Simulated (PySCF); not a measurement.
Eu²⁺ (europium, charge +2): UHF calculation

Configuration: [Xe] 4f6 6s1, high-spin 8F determinant (an excited configuration). Computed with PySCF 2.14 in x2c-TZVPPall (11s7p7d4f2g, 113 functions), with the spin-free X2C one-electron Hamiltonian (Gaussian nucleus).

```
Total energy                                                  : -10838.896136 hartree
One-electron energy                                           : -14774.8475 hartree
Hartree (Coulomb) energy                                      : 4177.2883 hartree
Exchange energy                                               : -241.3370 hartree
⟨S²⟩                                                          : 15.7540
⟨L²⟩                                                          : 12.017
Sum of ⟨r⟩                                                    : 37.10 bohr
Sum of ⟨r²⟩                                                   : 50.25 bohr²
Traceless quadrupole moment −½Σ⟨3z² − r²⟩ along its main axis : -0.180 e·bohr²
Langevin diamagnetic susceptibility                           : -39.8 ×10⁻⁶ cm³/mol
```

```
shell  electrons  mean orbital energy (eV)  spread (eV)  rms radius, mean of both spins (bohr)
 1s α          1                  -48779.4            0                                 0.0254
 1s β          1                  -48779.4            0                                 0.0254
 2s α          1                   -8148.1            0                                  0.103
 2s β          1                   -8148.0            0                                  0.103
 2p α          3                   -7266.6        0.287                                 0.0924
 2p β          3                   -7266.5        0.306                                 0.0924
 3s α          1                   -1863.7            0                                  0.266
 3s β          1                   -1859.9            0                                  0.266
 3p α          3                   -1582.8        0.948                                  0.266
 3p β          3                   -1578.5        1.788                                  0.266
 3d α          5                   -1201.0        0.315                                  0.245
 3d β          5                   -1196.5        1.383                                  0.245
 4s α          1                   -416.39            0                                  0.601
 4s β          1                   -406.14            0                                  0.601
 4p α          3                   -321.36        0.652                                  0.637
 4p β          3                   -310.05        3.025                                  0.637
 4d α          5                   -185.41        1.834                                  0.704
 4d β          5                   -170.68        2.529                                  0.704
 5s α          1                   -77.479            0                                   1.46
 5s β          1                   -73.446            0                                   1.46
 5p α          3                   -50.498        0.561                                   1.68
 5p β          3                   -47.479        1.267                                   1.68
 4f α          6                   -38.183        2.530                                  0.943
 6s α          1                   -18.223            0                                   3.79
```

Spin-orbit coupling, absent here, splits the open shell strongly.

Densities and radii are taken from the X2C orbitals without a picture-change correction, which distorts them close to the nucleus.

Spin-orbit constants ζ (cm⁻¹) from the X2C one-electron operator on these orbitals: bare nucleus, nucleus screened by l(l+1)(2l+1)/3 electrons, and screened by the Breit-Pauli mean field of the electrons.

```tsv
shell	bare	screened nucleus	mean field
2p	3366000	3259000	n/a
3p	693100	671100	n/a
3d	108000	90860	n/a
4p	151100	146300	n/a
4d	19700	16570	n/a
4f	2835	1575	n/a
5p	20890	20230	n/a
```

To first order the Landé constant is A = 225.0 cm⁻¹, so the lowest level has J = 1/2 and lies 0.377 eV below the centre of the term. This holds in LS coupling only.
